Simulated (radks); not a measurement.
Task: Species: Pb3+. Configuration: [Xe] 4f14 5d10 6s1 (the NIST ground configuration). All-electron calculation, non-relativistic Kohn-Sham, exchange-only PBE, spin-polarised, spherical densities, point nucleus; open shells are filled with parallel spins first (spin-orbit coupling, left out, can overturn this in heavy ions); relativity is left out, which matters for an element this heavy. Program: a radial shooting solver on a logarithmic mesh with Libxc functionals. Some entries of the table are withheld. Estimate them.

orbital,occ.,eigenvalue (hartree),<r> (bohr),r(max) (bohr)
1s up,1,-2904.062,0.01846,0.01225
1s down,1,-2904.061,0.01846,0.01225
2s up,1,-490.0725,0.07762,0.06651
2s down,1,-490.0722,0.07762,0.06651
2p up,3,-471.9693,0.06555,0.05156
2p down,3,-471.9690,0.06555,0.05156
3s up,1,-117.5407,0.1952,0.1813
3s down,1,-117.5402,0.1952,0.1813
3p up,3,-108.9265,0.1858,0.1703
3p down,3,-108.9261,0.1858,0.1703
3d up,5,-92.84849,0.1619,0.1335
3d down,5,-92.84812,0.1619,0.1335
4s up,1,-26.74673,0.4267,0.4021
4s down,1,-26.74582,0.4267,0.4021
4p up,3,-22.96625,0.4294,0.4006
4p down,3,-22.96530,0.4294,0.4006
4d up,5,-15.98727,0.4337,0.3915
4d down,5,-15.98628,0.4337,0.3915
4f up,7,-6.53345,0.4441,0.3451
4f down,7,-6.53238,0.4441,0.3451
5s up,1,-5.15960,0.9491,(1)
5s down,1,-5.15679,0.9485,(2)
5p up,3,-3.89300,1.019,0.9200
5p down,3,-3.88899,1.017,0.9200
5d up,5,-1.84835,(3),1.063
5d down,5,-1.83687,(4),1.061
6s up,1,(5),2.348,2.113
6s down,0,(6),2.342,2.109

Result: 
(1) 5s up r(max) (bohr): 0.8748
(2) 5s down r(max) (bohr): 0.8749
(3) 5d up <r> (bohr): 1.267
(4) 5d down <r> (bohr): 1.258
(5) 6s up eigenvalue (hartree): -1.20634
(6) 6s down eigenvalue (hartree): -1.16489
